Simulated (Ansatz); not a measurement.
`[F][Zr]([F])([F])[Cl]` + `N=C=O` → `O=C=[N][Zr]([F])([F])[F]` + HCl at 500 K and 1 bar (ligand exchange at a Zr–Cl bond).

Isolated molecules relaxed with PBE0-D4/def2-TZVP in Ansatz; ΔE leaves out vibrations. CCSD(T)/CBS adds triple-zeta CCSD(T) − MP2 to the extrapolated MP2 energy (def2 sets, frozen cores). This one scheme is used for every species. def2 core potentials past Kr. For Zr outer-core shells are correlated without core-valence functions, which leaves a few kJ/mol of doubt a bond. Each species was taken in one conformer, which may not be the lowest.

| species | CCSD(T)/CBS energy (Eh) | H − E (kJ/mol) | S (J/(mol·K)) |
| --- | --- | --- | --- |
| `[F][Zr]([F])([F])[Cl]` | -806.47035 | 58.7 | 394.4 |
| `N=C=O` | -168.51995 | 77.7 | 264.2 |
| `O=C=[N][Zr]([F])([F])[F]` | -514.59914 | 100.9 | 453.6 |
| HCl | -460.38127 | 32.5 | 201.9 |

H − E and S are ideal-gas, rigid-rotor, harmonic terms from PBE0-D4/def2-TZVP, for one conformer and one mirror image of each species. 1 Eh = 2625.50 kJ/mol, R = 8.31446 J/(mol·K).

Task: By hand: ΔE, ΔH, ΔS and ΔG.

Result: ΔE = (-514.59914) + (-460.38127) − (-806.47035) − (-168.51995) = 0.00989 Eh = 26.0 kJ/mol. Δ(H − E) = 100.9 + 32.5 − 58.7 − 77.7 = -3.0, so ΔH = 23.0 kJ/mol. ΔS = 453.6 + 201.9 − 394.4 − 264.2 = -3.1 J/(mol·K). ΔG = 23.0 − 500 × (-3.1)/1000 = 24.6 kJ/mol.

Task: By hand: the equilibrium constant, and the temperature at which ΔG would vanish if ΔH and ΔS stayed fixed.

Result: log₁₀ K = −ΔG/(RT ln 10) = -2.6. ΔH and −TΔS have one sign here, so there is no such temperature. One of them is within its doubt of zero, so this could turn.

The number of gas molecules stays the same, so ΔS is small and ΔH decides. A doubt of 5 kJ/mol in ΔE shifts log₁₀ K by 0.5 here. Other conformers and mirror images would add mixing entropy, several J/(mol·K) or more a flexible species. Modes under 60 cm⁻¹, often nearly free rotors, make the harmonic entropy too high. These are equilibria of isolated gas molecules and say nothing of rates. Largest T1 diagnostic: 0.018 (customary marks: 0.02 for closed shells, 0.045 for open ones).
